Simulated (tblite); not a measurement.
Compound: C₃H₇BrGe.
Atom-mapped SMILES: `[CH2:1]=[C:2]([CH3:3])[GeH2:4][Br:5]` (hydrogens: H6, H7 on C1; H8, H9, H10 on C3; H11, H12 on Ge4)

Computed with GFN2-xTB (tblite), gas phase: L-BFGS steps from a force-field or distance-geometry start until the largest atomic force falls under 0.01 eV/Å.

Step 56: E = -435.7338 eV
```
atom  x, y, z in Å  |  force x, y, z in eV/Å
C1     -0.5576    1.4850   -0.5353    0.030  -0.001  -0.057
C2     -0.2707    0.2854   -0.0551   -0.011   0.002  -0.049
C3     -1.3016   -0.7884    0.0717   -0.010  -0.027   0.006
Ge4     1.5680   -0.1877    0.4748   -0.015   0.029   0.016
Br5     2.4223   -1.6387   -1.0651   -0.017  -0.030  -0.034
H6     -1.5527    1.7286   -0.8776    0.007   0.051   0.035
H7      0.1801    2.2673   -0.6180    0.046  -0.003   0.009
H8     -0.9156   -1.7419   -0.2979   -0.037   0.041   0.018
H9     -2.1991   -0.5252   -0.4873    0.015  -0.069   0.056
H10    -1.5657   -0.9146    1.1242    0.002  -0.054  -0.042
H11     2.5223    0.9854    0.4614   -0.002   0.028   0.035
H12     1.6715   -0.9561    1.7781   -0.008   0.034   0.007
```

Step 57: E = -435.7346 eV
```
atom  x, y, z in Å  |  force x, y, z in eV/Å
C1     -0.5562    1.4844   -0.5374    0.025   0.001  -0.050
C2     -0.2710    0.2847   -0.0565   -0.008   0.000  -0.043
C3     -1.3022   -0.7886    0.0722   -0.007  -0.016   0.006
Ge4     1.5671   -0.1876    0.4753   -0.012   0.028   0.009
Br5     2.4254   -1.6375   -1.0639   -0.017  -0.028  -0.033
H6     -1.5508    1.7297   -0.8792    0.006   0.050   0.032
H7      0.1824    2.2660   -0.6192    0.045  -0.007   0.006
H8     -0.9196   -1.7411   -0.3017   -0.026   0.027   0.007
H9     -2.2021   -0.5228   -0.4811    0.002  -0.065   0.047
H10    -1.5610   -0.9187    1.1250   -0.001  -0.050  -0.027
H11     2.5184    0.9879    0.4625    0.001   0.027   0.036
H12     1.6709   -0.9569    1.7779   -0.008   0.034   0.010
```

Step 58: E = -435.7389 eV
```
atom  x, y, z in Å  |  force x, y, z in eV/Å
C1     -0.5428    1.4778   -0.5604   -0.016   0.006   0.022
C2     -0.2736    0.2784   -0.0693    0.003  -0.010   0.003
C3     -1.3079   -0.7897    0.0767   -0.039   0.010   0.035
Ge4     1.5594   -0.1873    0.4809    0.010   0.022  -0.038
Br5     2.4507   -1.6236   -1.0547   -0.017  -0.012  -0.025
H6     -1.5354    1.7384   -0.8961   -0.003   0.036   0.001
H7      0.2035    2.2541   -0.6351    0.036  -0.048  -0.021
H8     -0.9570   -1.7332   -0.3448    0.008   0.013  -0.041
H9     -2.2338   -0.4986   -0.4175    0.008  -0.065   0.040
H10    -1.5102   -0.9614    1.1372   -0.003   0.005  -0.048
H11     2.4864    1.0077    0.4795    0.023   0.008   0.039
H12     1.6619   -0.9633    1.7775   -0.011   0.034   0.033
```

Step 59: E = -435.7402 eV
```
atom  x, y, z in Å  |  force x, y, z in eV/Å
C1     -0.5382    1.4756   -0.5688   -0.030   0.012   0.046
C2     -0.2739    0.2758   -0.0757   -0.013  -0.011   0.028
C3     -1.3095   -0.7905    0.0782   -0.034  -0.001   0.021
Ge4     1.5569   -0.1859    0.4821    0.019   0.011  -0.044
Br5     2.4550   -1.6182   -1.0537   -0.010  -0.009  -0.020
H6     -1.5304    1.7432   -0.8998   -0.004   0.027  -0.013
H7      0.2117    2.2492   -0.6424    0.030  -0.061  -0.029
H8     -0.9707   -1.7313   -0.3592    0.019   0.025  -0.051
H9     -2.2443   -0.4933   -0.3952    0.012  -0.053   0.037
H10    -1.4920   -0.9769    1.1398   -0.003   0.027  -0.040
H11     2.4788    1.0129    0.4900    0.027   0.008   0.029
H12     1.6578   -0.9613    1.7786   -0.014   0.026   0.036
```

Task: Estimate the geometry and energy of step 60. (The exact step hangs on the optimiser's Hessian estimate; all steps are aligned on step 59, rigid shifts and turns removed.)

Result: E = -435.7413 eV, largest force 0.076 eV/Å
```
atom  x, y, z in Å  |  force x, y, z in eV/Å
C1     -0.5360    1.4749   -0.5755   -0.035   0.007   0.060
C2     -0.2741    0.2747   -0.0814   -0.039   0.001   0.050
C3     -1.3096   -0.7915    0.0795   -0.006  -0.016   0.005
Ge4     1.5551   -0.1833    0.4823    0.026  -0.005  -0.030
Br5     2.4521   -1.6143   -1.0552    0.000  -0.009  -0.016
H6     -1.5277    1.7486   -0.9027   -0.005   0.013  -0.021
H7      0.2173    2.2453   -0.6506    0.026  -0.064  -0.031
H8     -0.9788   -1.7294   -0.3703    0.030   0.028  -0.061
H9     -2.2513   -0.4928   -0.3770   -0.005  -0.027   0.020
H10    -1.4768   -0.9901    1.1407    0.000   0.043  -0.015
H11     2.4785    1.0140    0.5035    0.026   0.012   0.011
H12     1.6526   -0.9569    1.7808   -0.019   0.018   0.027
```

The energy changes by -0.0011 eV. The first-order estimate −F·Δx gives -0.0016 eV and the mean of the old and new forces, exact on a quadratic surface, -0.0011 eV. The step makes an angle of 76° with the force vector and moves no atom by more than 0.020 Å.

The cost below is that of the whole relaxation. Hardware: one thread, Arm Neoverse V2 (aarch64), no GPU, shared host with 96 logical CPUs at a one-minute load of 33. Cost: 0.45 s wall.
